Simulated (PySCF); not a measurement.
SMILES CC[SiH2][SiH2][SeH] (GFN2-xTB optimised geometry):

```
15

C      1.674    -1.182     1.242
C      1.086    -1.844     0.000
Si    -0.820    -1.844     0.000
Si    -1.615     0.340     0.000
Se     0.063     1.692    -0.850
H      2.762    -1.223     1.223
H      1.382    -0.133     1.293
H      1.330    -1.678     2.147
H      1.446    -1.311    -0.885
H      1.464    -2.865    -0.078
H     -1.293    -2.588    -1.174
H     -1.306    -2.545     1.195
H     -1.937     0.946     1.296
H     -2.762     0.625    -0.867
H     -0.736     2.865    -1.006
```

Method: PBE0/def2-TZVP run with PySCF.

Question: What are the frontier orbital energies and the dipole moment?

Answer: HOMO-2 -8.48 eV, HOMO-1 -8.39 eV, HOMO -6.82 eV, LUMO -0.77 eV, LUMO+1 -0.01 eV; dipole moment 0.94 D.

On the same geometry PBE/def2-TZVP (PySCF) gives HOMO-2 -7.37 eV, HOMO-1 -7.19 eV, HOMO -5.68 eV, LUMO -1.57 eV, LUMO+1 -0.84 eV; dipole moment 0.88 D.

Meta-Löwdin charges at PBE0/def2-TZVP: C1 -0.34, C2 -0.42, Si3 0.38, Si4 0.27, Se5 -0.26, H6 0.12, H7 0.12, H8 0.11, H9 0.12, H10 0.13, H11 -0.08, H12 -0.08, H13 -0.08, H14 -0.07, H15 0.08.
